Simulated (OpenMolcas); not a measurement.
**Co³⁺: effect of the active space**

```
Program             : OpenMolcas
Method              : SS-CASPT2 or its RAS form, IPEA 0.25 Eh, imaginary shift 0.1 Eh
Basis               : ANO-RCC-VTZP
Scalar Hamiltonian  : DKH2, point nucleus
Spin-orbit coupling : state interaction with AMFI integrals over the reference wave functions, term energies averaged over their components
```

A. 6 electrons in 5 orbitals (3d); 2S+1 = 5 even, 5 roots; 2S+1 = 3 even, 45 roots; 2S+1 = 1 even, 50 roots; closed shells correlated: 3s 3p; CASPT2 step roughly 21 core-seconds
B. 12 electrons in 8 orbitals (RAS1 3p, at most 2 holes; RAS2 3d); 2S+1 = 5 even, 5 roots; 2S+1 = 3 even, 45 roots; 2S+1 = 1 even, 44 roots; closed shells correlated: 3s; CASPT2 step about 40 core-seconds
C. 6 electrons in 9 orbitals (RAS2 3d 4s; RAS3 4p, at most 2 electrons); 2S+1 = 5 even, 30 roots; 2S+1 = 7 even, 1 root kept (CI in the orbitals of an earlier block); 2S+1 = 3 even, 87 roots kept (CI in the orbitals of an earlier block); 2S+1 = 1 even, 86 roots kept (CI in the orbitals of an earlier block); 2S+1 = 5 odd, 3 roots; 2S+1 = 7 odd, 3 roots kept (CI in the orbitals of an earlier block); 2S+1 = 3 odd, 7 roots kept (CI in the orbitals of an earlier block, 0 in the spin-orbit step); closed shells correlated: 3s 3p; CASPT2 step roughly 5 core-minutes
D. 6 electrons in 10 orbitals (3d 4d); 2S+1 = 5 even, 5 roots; 2S+1 = 3 even, 45 roots; 2S+1 = 1 even, 44 roots; closed shells correlated: 3s 3p; CASPT2 step roughly 40 core-minutes

Energies in cm⁻¹ above 3d⁶ ⁵D₄, the measured ground level; measured values from Sugar and Corliss, J. Phys. Chem. Ref. Data 10, 1097 (1981).

| Level | A | B | C | D | Measured |
| --- | --- | --- | --- | --- | --- |
| 3d⁶ ⁵D₄ | 0.0 | 0.0 | 0.0 | 0.0 | 0.0 |
| 3d⁶ ⁵D₃ | 657 | 662 | 714 | 609 | 639 |
| 3d⁶ ⁵D₂ | 1111 | 1117 | 1201 | 1028 | 1078 |
| 3d⁶ ⁵D₁ | 1401 | 1407 | 1511 | 1295 |  |
| 3d⁶ ⁵D₀ | 1542 | 1549 | 1663 | 1426 | 1494 |
| 3d⁶ ³P₂(1) | 22930 | 23360 | 22510 | 23770 | 22883 |
| 3d⁶ ³H₆ | 23970 | 23720 | 23880 | 24620 | 23680 |
| 3d⁶ ³H₅ | 24280 | 24040 | 24210 | 24890 | 24032 |
| 3d⁶ ³H₄ | 24480 | 24250 | 24390 | 25070 | 24272 |
| 3d⁶ ³P₁(1) | 24840 | 25310 | 24610 | 25660 | 24729 |
| 3d⁶ ³P₀(1) | 25610 | 26090 | 25430 | 26430 | 25449 |
| 3d⁶ ³F₄(1) | 25630 | 25700 | 25310 | 26330 | 25396 |
| 3d⁶ ³F₃(1) | 25960 | 26080 | 25650 | 26640 | 25736 |
| 3d⁶ ³F₂(1) | 26200 | 26360 | 25910 | 26860 | 25969 |
| 3d⁶ ³G₅ | 29380 | 29280 | 29040 | 29950 | 29022 |
| 3d⁶ ³G₄ | 29960 | 29880 | 29680 | 30490 | 29592 |
| 3d⁶ ³G₃ | 30210 | 30130 | 29930 | 30710 | 29868 |
| 3d⁶ ¹I₆ | 36510 | 36180 | 36350 | 37320 | 35943 |
| 3d⁶ ³D₁ | 36720 | 36990 | 36010 | 37110 |  |
| 3d⁶ ³D₂ | 36730 | 37000 | 35990 | 37130 |  |
| 3d⁶ ³D₃ | 36930 | 37210 | 36230 | 37350 | 36554 |
| 3d⁶ ¹G₄(1) | 37570 | 37400 | 36940 | 38350 | 36683 |
| 3d⁶ ¹F₃ | 51260 | 51660 | 50330 | 51940 | 50630 |
| 3d⁶ ³P₀(2) | 59510 | 59680 | 57790 | 59390 | 58321 |

Deviations, from unrounded energies. A percentage is the sum of absolute deviations over the sum of measured energies, with the sign that they share, or ± where signs differ.

```json
{"Against measurement": "mean absolute deviation (cm-1)", "Levels": "20", "A": "330", "B": "390", "C": "180", "D": "860"}
{"Against measurement": "fine structure of the ground term (%)", "Levels": "3", "A": "+3.1", "B": "+3.6", "C": "+11.4", "D": "-4.6"}
{"Against measurement": "other terms of the ground configuration (%)", "Levels": "17", "A": "+1.2", "B": "±1.4", "C": "±0.6", "D": "+3.2"}
```

C lies closest to measurement on these levels and D furthest from it. The largest miss of C in the table is 3d⁶ ³P₀(2), by -530 cm-1. The ranking rests on the paired levels alone, and a cruder setting can come out closer through cancelling errors.

The spin-orbit steps hold different terms of 3d⁶ (B lacks a ¹D, a ¹S; D lacks a ¹D, a ¹S), which shifts levels as well.

Among A to D the level of the table that moves most is 3d⁶ ³P₀(2), by 1900 cm-1 (lowest in C, highest in B). Moves below CASPT2's spread within the term are not significant.

CASPT2 breaks the degeneracy within a term, and the mean is taken; among the terms shown or strongly mixed into the levels shown the widest spread is 460 cm-1 (3d⁶ ¹G(1), C). Over all roots computed the reference weight is 0.90 to 0.96 in C; the roots of lowest weight are the least certain, and an intruder state may touch them. The CASPT2 spread within a term exceeds the gap to the next term for 3d⁶ ³D and 3d⁶ ¹G(1), so the order of their levels is uncertain (figures for B; the like holds for C, D). Active for correlation alone: 3p; no level in the range computed is led by a configuration that opens it, so any true level of that kind is missing (holds for B). Some high roots are left out of the spin-orbit mixing, which shifts the levels that they would mix with (holds for C). Terms from blocks run as CI alone lack orbitals of their own (holds for C). Active for correlation alone: 4d; no level in the range computed is led by a configuration that fills it, so any true level of that kind is missing (holds for D). Measured partners are found by configuration, term and J. A level has none where our copy of the source lacks it or the pairing is in doubt (some pairs that miss far off the trend of their configuration count as doubtful), and it then counts in no deviation. Only configurations of the active space appear. The table leaves out levels that lie high or whose names do not pair safely across all columns.

A number in round brackets counts repeated terms of one configuration in the order of the reference energies.
